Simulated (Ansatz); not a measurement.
Born–Oppenheimer molecular dynamics of C2H10OSi2 (15 atoms, charge 0, multiplicity 1). It goes on from the last frame of an earlier run, with new velocities.

All numbers below come from RKS PBE-D4/6-31G* (Ansatz).

```yaml
ensemble: NVT, Langevin thermostat
time_step: 0.5 fs
steps_asked: 166
set_temperature: 3000 K
friction: 0.001 /fs
masses: H 3.016 u
seed: 972800
```

First frame:

```xyz
15
Properties=species:S:1:pos:R:3
Si 0.206 -0.222 0.143
H -0.296 -0.109 1.645
C 1.940 0.218 -0.399
H 2.223 -0.362 -1.405
H 2.021 1.318 -0.673
H 2.737 -0.031 0.530
Si -1.170 1.617 -0.651
H -1.119 2.783 0.318
H -0.621 1.818 -1.929
H -2.534 1.091 -0.875
O -0.367 -1.635 -0.451
C -1.630 -2.098 0.030
H -1.387 -2.641 0.946
H -2.450 -1.448 0.097
H -1.926 -2.852 -0.751
```

(1) How far do the bonds stretch over the last three quarters of this one trajectory? (Pairs bonded in most of those frames.)

## Answers

(1) 
| bond | mean (Å) | spread (Å) | shortest | longest |
| --- | --- | --- | --- | --- |
| Si1–H2 | 1.526 | 0.057 | 1.42 | 1.62 |
| Si1–C3 | 1.929 | 0.123 | 1.72 | 2.12 |
| Si1–Si7 | 2.504 | 0.112 | 2.26 | 2.66 |
| Si1–O11 | 1.749 | 0.101 | 1.57 | 1.89 |
| C3–H4 | 1.127 | 0.036 | 1.07 | 1.20 |
| C3–H5 | 1.128 | 0.031 | 1.07 | 1.18 |
| C3–H6 | 1.138 | 0.077 | 1.01 | 1.26 |
| Si7–H8 | 1.546 | 0.102 | 1.38 | 1.71 |
| Si7–H9 | 1.530 | 0.107 | 1.37 | 1.71 |
| Si7–H10 | 1.552 | 0.116 | 1.36 | 1.73 |
| O11–C12 | 1.482 | 0.106 | 1.35 | 1.70 |
| C12–H13 | 1.117 | 0.060 | 1.03 | 1.22 |
| C12–H14 | 1.112 | 0.030 | 1.04 | 1.16 |
| C12–H15 | 1.133 | 0.091 | 0.98 | 1.32 |

Mean temperature of the second half: 2028 K. The mean temperature of the second half is 32 % below the set value. A run of 0.083 ps of so small a system gives no equilibrium averages.

The run took 3.9 min on 4 threads of Arm Neoverse V1, with other jobs on the host, peak memory 0.17 GiB.
